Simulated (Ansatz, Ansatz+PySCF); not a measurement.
```yaml
atoms:
  - { symbol: P, position_ang: [0.0000, 0.0000, 0.1302] }
  - { symbol: H, position_ang: [1.1965, 0.0000, -0.6509] }
  - { symbol: H, position_ang: [-0.5983, 1.0362, -0.6509] }
  - { symbol: H, position_ang: [-0.5983, -1.0362, -0.6509] }
```

Basis set: def2-SVP (spherical functions). Correlated methods keep 5 orbitals frozen. Charge 0, multiplicity 1.

Computed with Ansatz (development build ahead of 0.2.0); each method stands on the lowest determinant of its kind that the runs found. Restricted open shells among the atoms or ions are ROHF, correlated in semicanonical orbitals with singles. Restricted functionals stand beside restricted open-shell atoms, which can lie above the unrestricted atoms usual in DFT and then raise those values.

The atomization energy at this shape (free ground-state atoms in the same class of orbitals less the molecule, no zero-point energy) of singlet PH3:

| method | atomization energy |
| --- | --- |
| ωB97X (restricted) | 10.45 eV |
| r²SCAN (unrestricted) | 10.26 eV |
| PBE (unrestricted) | 10.27 eV |
| RHF-CCSD(T) | 9.62 eV |
| RHF-MP2 | 9.24 eV |
| RHF | 7.29 eV |

Question: What does PBE0 (restricted) give?

Answer: 10.17 eV.
